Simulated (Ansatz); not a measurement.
The cluster Ni2H, relaxed as a doublet with UKS r2SCAN-D4/def2-TZVP in Ansatz, starting from the GFN2-xTB geometry. Force threshold 0.02 eV/Å.

The charge 0 doublet is spin-contaminated (final ⟨S²⟩ up to 1.78, 0.75 for a pure state). Another isomer (doublet) lies 0.17 eV lower at PBE0-D4/def2-TZVP; other spin states weren't run for this one.

Start:

```xyz
3

Ni    0.419    1.780   -0.429
Ni   -0.068   -0.220    0.047
H    -0.351   -1.560    0.382
```

Problem. Estimate the energy that the relaxation releases and the steps that it takes.

Solution. 29.0 kJ/mol, in 10 steps; 11 min on 4 threads of Arm Neoverse N1 on a shared host. No frequencies were taken in this run, so the end may be a saddle point.

Problem. Does the start keep its bonding and symmetry?

Solution. By distances, no bond broke or formed. The bond that changes most is Ni1–Ni2, from 2.11 to 2.28 Å (atoms count from 1). Point group C∞v at the start, Cs at the end, both within 0.05 Å.

Problem. Predict the relaxed structure.

Solution. 
Cartesian coordinates in Å:
```
Ni 0.583 1.786 -0.371
Ni -0.470 -0.217 -0.099
H -0.114 -1.569 0.471
```
Bond lengths (bridged metal pairs left out): 1 × Ni–Ni 2.28 Å; 1 × H–Ni 1.51 Å.
